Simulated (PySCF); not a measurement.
# CdO: one state, many levels of theory

State: ³Π (triplet), unpaired electrons σ ↑, π ↑. Set-up: Cd def2-SVPD with ECP28, O def2-SVPD; scalar-relativistic core potentials (PySCF 2.14). De refers to Cd + O in their high-spin ground configurations, without counterpoise correction. The functionals are run spin-unrestricted. A positive dipole means Cd(−)O(+). Levels whose curve was spin-contaminated or gave no clean fit are not listed.

```json
{"Level": "PBE", "Re (Å)": "2.144", "ωe (cm⁻¹)": "385", "De (eV)": "1.25", "μ (D)": "-2.78", "CPU s a point (SCF and correlation, without the integrals)": "0.65"}
{"Level": "r²SCAN", "Re (Å)": "2.104", "ωe (cm⁻¹)": "426", "De (eV)": "1.27", "μ (D)": "-2.80", "CPU s a point (SCF and correlation, without the integrals)": "0.89"}
{"Level": "r²SCANh", "Re (Å)": "2.100", "ωe (cm⁻¹)": "432", "De (eV)": "1.17", "μ (D)": "-2.90", "CPU s a point (SCF and correlation, without the integrals)": "1.1"}
{"Level": "PBE0", "Re (Å)": "2.114", "ωe (cm⁻¹)": "416", "De (eV)": "1.01", "μ (D)": "-3.01", "CPU s a point (SCF and correlation, without the integrals)": "1.2"}
{"Level": "r²SCAN0", "Re (Å)": "2.093", "ωe (cm⁻¹)": "442", "De (eV)": "1.02", "μ (D)": "-3.04", "CPU s a point (SCF and correlation, without the integrals)": "1.1"}
{"Level": "M06", "Re (Å)": "2.151", "ωe (cm⁻¹)": "377", "De (eV)": "0.78", "μ (D)": "-3.14", "CPU s a point (SCF and correlation, without the integrals)": "1.1"}
```

Q: What does a quarter of exact exchange do here, going from PBE to PBE0?

A: PBE0 less PBE: -3.0 pm in Re, +8.1 % in ωe, -0.24 eV in De. Exact exchange removes part of the self-interaction that spreads semilocal densities, and in most molecules shortens and stiffens the bond and lowers De; so it does here.

Q: What does the step from GGA to meta-GGA do here, going from PBE to r²SCAN?

A: r²SCAN less PBE: -4.0 pm in Re, +10.6 % in ωe, +0.02 eV in De. 

Spin–orbit coupling is left out. The state was picked by a PBE0 search and need not be the measured ground state.

The whole job (state search and all levels along the bond) took about 2.2 min on 1 thread of AMD EPYC 7R43 64-Core (shared host), peak memory 0.74 GiB.
